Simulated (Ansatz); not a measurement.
```yaml
atoms:
  - { symbol: N, position_ang: [0.0000, 0.0000, 0.1119] }
  - { symbol: H, position_ang: [0.8610, 0.0000, -0.2610] }
  - { symbol: H, position_ang: [-0.4305, 0.7456, -0.2610] }
  - { symbol: H, position_ang: [-0.4305, -0.7456, -0.2610] }
```

Basis set: 6-31G* (spherical functions). Frozen core: 1 orbital. Charge 0, multiplicity 1.

Computed with Ansatz (development build ahead of 0.2.0); each method stands on the lowest determinant of its kind that the runs found. Restricted open shells among the atoms or ions are ROHF, correlated in semicanonical orbitals with singles.

The atomization energy at this shape (free ground-state atoms in the same class of orbitals less the molecule, no zero-point energy) of singlet NH₃:

| method | atomization energy |
| --- | --- |
| RHF | 7.98 eV |

(1) What does RHF-MP2 give?

Results:

(1) 10.44 eV. Caution: the shape is not the minimum.
